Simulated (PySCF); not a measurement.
# One molecule, several mistakes: Al2CFH4

All numbers below are calculated, not measured. The program is PySCF 2.14.0, an open-source quantum chemistry code, run on an isolated molecule that a program drew, which may never have been made. The molecule is Al2CFH4 (charge 0, doublet), drawn as the SMILES string `[F][AlH][CH][AlH2]`.

Each row is a Hartree-Fock (HF) and frozen-core CCSD(T) single point in the cc-pV(D+d)Z basis, meant for a local HF minimum. Run 1 is clean. Each other run has one planted mistake out of seven kinds, and not every kind appears here: one electron removed, one electron added, multiplicity raised by two, geometry at a saddle point, minimal basis STO-3G, one bond length entered in bohr, all coordinates scaled. The reference is restricted for singlets and unrestricted otherwise, and also for a bond in bohr. Adding or removing an electron swaps singlet and doublet. Electrons count all cores. HOMO and LUMO are orbital energies over both spins, the gradient is its largest component, and the lowest frequency (negative if imaginary) is given only where the gradient is small. Bond lengths are over the 7 bonds as drawn. T1 is the CCSD diagnostic: over 0.02 (restricted) or 0.045 (unrestricted) a single reference is doubtful.

Geometry of the clean run:
```xyz
8
Al2CFH4, angstrom
F    -1.4875   -0.4718    0.1163
Al   -0.9566    0.8360   -0.7543
C     0.9355    1.0136   -1.1057
Al    1.9107    2.3952   -2.0778
H    -2.0603    1.8443   -1.2316
H     1.5536    0.2092   -0.6916
H     1.1149    3.6035   -2.7163
H     3.4823    2.3141   -2.2300
```

```
run,electrons,basis functions,<S^2>,HOMO (eV),LUMO (eV),gradient (hartree/bohr),lowest frequency (cm^-1),mean bond (Å),longest bond (Å),T1,HF (hartree),CCSD(T) (hartree),mistake
1,45,94,0.756,-10.84,-0.11,5.2e-06,27,1.6241,1.951,0.0136,-623.51402,-623.99218,no fault
2,45,94,3.774,-4.75,-2.62,7.3e-02,-,1.6241,1.951,0.0409,-623.32226,-623.79470,multiplicity raised by two
3,45,94,0.758,-10.69,-0.07,2.7e-02,-,1.6907,2.031,0.0148,-623.50352,-623.98576,all coordinates scaled
4,44,94,0.000,-16.51,-7.90,7.3e-02,-,1.6241,1.951,0.0145,-623.17551,-623.63481,one electron removed
5,45,32,0.767,-7.06,6.85,4.4e-02,-,1.6241,1.951,0.0160,-615.78608,-615.93988,?
6,45,94,1.622,-7.72,-0.32,1.5e-02,-,1.8349,3.134,0.0865,-623.33513,-623.79716,?
```

**Which mistake was planted in run 5, and what did it cost?**

It has 32 basis functions where the clean run has 94, with the same electrons and geometry. So the mistake is: minimal basis STO-3G. Subtracting run 1 and multiplying by 627.51 kcal/mol a hartree, the energy moved by 4849.4 kcal/mol in HF and 5052.9 kcal/mol in CCSD(T).

**Which mistake was planted in run 6, and what did it cost?**

The mean bond changes by a factor of 1.130 and the longest by 1.606, so the molecule wasn't scaled as a whole. A length L in bohr read as angstrom grows by (1/0.5292 - 1) L = 0.890 L. The 7 bonds together grew by 7 x 0.2108 = 1.476 Å, which gives L = 1.658 Å. That is bond F1-Al2, 1.658 Å in the clean geometry. So the mistake is: one bond length entered in bohr. Subtracting run 1 and multiplying by 627.51 kcal/mol a hartree, the energy moved by 112.3 kcal/mol in HF and 122.4 kcal/mol in CCSD(T).

Cautions from the logs. Run 6: T1 is over the limit, so its CCSD(T) energy is less reliable.
